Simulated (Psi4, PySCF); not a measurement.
PySCF was given this input:
```python
from pyscf import gto, scf, dft

mol = gto.Mole()
mol.atom = '''
    Ca   -0.000000   -0.000000   -0.613052
    F     0.000000    0.000000    1.362338
'''
mol.basis = '6-31g**'
mol.charge = 1
mol.spin = 0
mol.verbose = 4
mol.build()

mf = dft.RKS(mol)
mf.xc = 'wb97m_v'
mf.grids.atom_grid = (99, 590)
mf.grids.prune = None
mf.kernel()
```

### Question
Convert this to an input for Psi4.

### Answer
This is not unique; one that fits is 
```
memory 2 GB

molecule {
1 1
  Ca   -0.00000000   -0.00000000   -0.61305209
  F     0.00000000    0.00000000    1.36233797
}

set basis 6-31g**
set scf_type pk
set puream true
set d_convergence 1e-8
set dft_radial_points 99
set dft_spherical_points 590

energy('wb97m-v')
print_variables()
```

Both were run: PySCF gave -777.126247 Eh and Psi4 -777.126241 Eh, 0.007 mEh apart.
